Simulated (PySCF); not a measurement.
## Field gradients at the hydrogen positions

C₄H₁₂Si₂.
Z-matrix (Å and degrees, PBE0-D3(BJ)/def2-SVP geometry), rows numbered from 1:
```
C 
C   1  1.5262
Si  2  1.8834  1  114.05
C   3  1.9090  2  113.58  1   -66.85
Si  4  1.9042  3   87.86  2  -114.74
C   5  1.9041  4   92.20  3    -2.65
H   1  1.1017  2  111.52  3   -60.75
H   1  1.1015  2  111.90  3   179.07
H   1  1.1019  2  111.53  3    58.93
H   2  1.1046  1  110.59  3  -121.15
H   2  1.1043  1  110.77  3   121.91
H   3  1.4998  2  110.06  1    60.92
H   4  1.1013  3  115.26  2     2.36
H   4  1.1008  3  114.96  2   129.03
H   5  1.4968  4  114.33  3  -120.69
H   5  1.4972  4  113.39  3   114.13
H   6  1.1010  3  115.59  2    -3.09
H   6  1.1010  3  114.60  2  -129.77
```

Level: PBE0/pcSseg-1 (PySCF, non-relativistic); Q(2H) = 0.00286 b; rigid geometry, the same for H and D, with no vibrational averaging.

Question: Rank these positions by the coupling χzz of a deuteron there, largest first.
A. H18 (methylene hydrogen)
B. H12 (Si–H hydrogen)
C. H8 (methyl hydrogen)

Answer: A (206 kHz), C (196 kHz), B (93 kHz).

Q: What are Vzz, η and χzz (234.96 MHz × Q × Vzz) at all hydrogens?

A: 
| atom | bonded to | bond length (Å) | Vzz (au) | η | χzz (kHz) |
| --- | --- | --- | --- | --- | --- |
| H7 | C1 | 1.102 | 0.2896 | 0.03 | 195 |
| H8 | C1 | 1.101 | 0.2917 | 0.02 | 196 |
| H9 | C1 | 1.102 | 0.2895 | 0.03 | 195 |
| H10 | C2 | 1.105 | 0.2887 | 0.03 | 194 |
| H11 | C2 | 1.104 | 0.2896 | 0.03 | 195 |
| H12 | Si3 | 1.500 | 0.1380 | 0.01 | 93 |
| H13 | C4 | 1.101 | 0.3064 | 0.04 | 206 |
| H14 | C4 | 1.101 | 0.3066 | 0.05 | 206 |
| H15 | Si5 | 1.497 | 0.1395 | 0.00 | 94 |
| H16 | Si5 | 1.497 | 0.1396 | 0.01 | 94 |
| H17 | C6 | 1.101 | 0.3066 | 0.04 | 206 |
| H18 | C6 | 1.101 | 0.3061 | 0.05 | 206 |

Q: Average by the element that carries the hydrogen.

A: on C: 200 kHz over 9 positions, mean bond length 1.102 Å; on Si: 93 kHz over 3 positions, mean bond length 1.498 Å.

Q: Give the 2H NMR doublet splittings at H7 for a magnetic field along the z, y and x axes of the gradient: 3χ/2, 3χ(1 + η)/4, 3χ(1 − η)/4.

A: With |χ| = 194.6 kHz and η = 0.028: 292, 150 and 142 kHz, to first order and without motion.

One conformer (not necessarily the lowest) at the PBE0-D3(BJ)/def2-SVP geometry, without solvent, vibrations or thermal averaging. The small basis limits the accuracy of the gradients.
